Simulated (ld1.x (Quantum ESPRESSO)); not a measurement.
Logarithmic derivatives: potassium, TM semilocal

* Element: potassium
* Generator: ld1.x (Quantum ESPRESSO) 7.5
* Type: norm-conserving Troullier–Martins (semilocal form)
* Functional: PBE
* Relativity: scalar-relativistic
* Frozen core: [Ne] 3s2
* Valence charge: 7
* Reference configuration: 3p6 3d1 4s0 4p0
* Partial waves: 3p (bound): rc 1.60 bohr; 3d (bound): rc 4.20 bohr; 4s (bound, empty): rc 2.80 bohr
* Local potential: the s channel
* Core correction: none

The phase is arctan(r·u′/u) with u = r·R(r), unwrapped; energies in Ry, scanned from -3 to 5 Ry. A pole is an energy at which the radial function vanishes at the test radius. The pseudo phase is shifted by a multiple of π to meet the all-electron one at the reference energy, and phase errors are pseudo minus all-electron; the curves can meet again beyond the range given. Levels narrower than the energy grid can be missing from the lists of poles. Where the grid stepped over a known ghost or core level, its pole and its step of π were put in at the level’s energy. n/a: not evaluated, since a narrow level or a reset projector energy made the automatic matching unsafe.

| channel | radius (bohr) | reference energy (Ry) | poles, all-electron | poles, pseudo | unbroken range about the reference energy with phases within 0.05 rad | phase error 1 Ry above the reference energy (rad) |
| --- | --- | --- | --- | --- | --- | --- |
| s | 4.54 | -0.23 | -2.71, 0.29, 2.88 | 0.26, 1.64, 4.02 | -2.7 to 0.6 | -0.101 |
| p | 4.54 | -1.49 | 0.72, 3.38 | 0.71, 3.34 | n/a | n/a |
| d | 4.54 | -0.05 | 0.17, 1.56, 4.14 | 0.20, 2.23 | below 0.2 | +1.323 |

Phases in the d channel:

```
E (Ry)  all-electron  pseudo
 -3.00         1.444   1.444
 -2.52         1.432   1.432
 -2.04         1.417   1.417
 -1.56         1.394   1.395
 -1.08         1.358   1.360
 -0.60         1.283   1.287
 -0.12         0.815   0.820
  0.36        -1.843  -1.742
  0.84        -4.034  -2.425
  1.32        -4.634  -4.363
  1.80        -4.772  -4.625
  2.28        -4.940  -4.720
  2.76        -6.607  -4.799
  3.24        -7.680  -4.941
  3.72        -7.801  -6.336
  4.20        -7.861  -7.648
  4.68        -7.913  -7.777
```
